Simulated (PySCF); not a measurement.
# Gas-phase XPS of Si(vinyl)Cl3, computed

Species: Si(vinyl)Cl3, C2H3Cl3Si.
Geometry (PBE0-D3(BJ)/def2-SVP, Å), atoms numbered from 1 in this order:
```xyz
9
C2H3Cl3Si angstrom
Si    -0.138    0.308   -1.162
C     -0.169    0.335    0.687
C      0.328   -0.656    1.433
H     -0.609    1.215    1.172
H      0.775   -1.552    0.988
H      0.312   -0.617    2.527
Cl     1.789    0.307   -1.867
Cl    -1.100    1.962   -1.897
Cl    -1.054   -1.372   -1.907
```

The calculation used delta-SCF UKS SCAN, pcX-2 on the ionised atom, pcseg-1 elsewhere, spin-free X2C in PySCF. Each binding energy is the total energy of the core-ionised species, with the hole localised on one atom, minus that of the ground state; both are solved self-consistently, so orbital relaxation is included.

**Question.** List the computed XPS lines with their assignment.

**Answer.** 
```csv
atom(s),bonded to,level,binding energy (eV),2p1/2 (eV),above the level's lowest (eV),count
Si1,3 Cl and C,Si 2p3/2,109.25,109.87,0.00,1
Si1,3 Cl and C,Si 1s,1849.41,–,0.00,1
C2,"C, H and Si",C 1s,291.01,–,0.00,1
C3,C and 2 H,C 1s,291.36,–,+0.35,1
Cl7/Cl8/Cl9,Si,Cl 2p3/2,206.34,208.00,0.00,3
Cl7/Cl8/Cl9,Si,Cl 1s,2828.94,–,0.00,3
```

The listed C 1s values span 0.35 eV, from C2 (bonded to C, H and Si) to C3 (bonded to C and 2 H).

**Question.** Which photon energy gives electrons from Si 1s of Si1 a kinetic energy of 20 eV, and what is their de Broglie wavelength?

**Answer.** hν = 1849.41 + 20 = 1869.41 eV, recoil neglected; λ = 12.264 Å/√(E/eV) = 2.74 Å.

One atom of each set of topologically equivalent atoms was ionised and stands for the set; in this conformer not all members are related by symmetry, and their own values weren't computed. For 2p shells one spin-free hole was relaxed; a mean-field spin–orbit operator and the ground-state splitting of the three 2p orbitals were then diagonalised within the shell. The shell's mean is (2 × 2p3/2 + 2p1/2)/3, and the degeneracies 2j + 1 give areas of 2:1. 2p1/2 minus 2p3/2 (ligand field included): Si 0.63 eV, Cl 1.65 eV. One conformer (not necessarily the lowest) at the PBE0-D3(BJ)/def2-SVP geometry, without solvent, vibrations or thermal averaging.
